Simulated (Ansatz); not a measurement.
Mulliken charges of `C[S][Cd][F]` from B3LYP/def2-TZVPP in Ansatz (PBE0-D4/def2-TZVP geometry).

| atom | x (Å) | y (Å) | z (Å) | charge (e) |
| --- | --- | --- | --- | --- |
| C1 | -0.426 | 1.116 | -0.276 | -0.269 |
| S2 | 1.182 | 0.518 | 0.337 | -0.313 |
| Cd3 | 0.854 | -1.764 | 0.497 | 0.768 |
| F4 | 0.611 | -3.685 | 0.644 | -0.555 |
| H5 | -1.234 | 0.904 | 0.422 | 0.122 |
| H6 | -0.323 | 2.198 | -0.365 | 0.124 |
| H7 | -0.664 | 0.712 | -1.259 | 0.122 |

**Question.** By hand: the dipole of these point charges (1 e Å = 4.8032 D).

**Answer.** Σ q r = (-0.210, 0.698, -0.154) e Å, of length 0.745 e Å = 3.58 D.

**Question.** How does the dipole of the full density compare? (Estimate.)

**Answer.** Ansatz gave: (-0.214, 0.529, -0.135) e Å, 2.82 D; the point charges give 1.27 times that, at 5° from its direction.

Point charges leave out the atoms' own dipoles, such as those of lone pairs, and Mulliken's split depends on the basis, so the two needn't agree.

B3LYP here is the variant with VWN-RPA as its local correlation; programs differ in this.
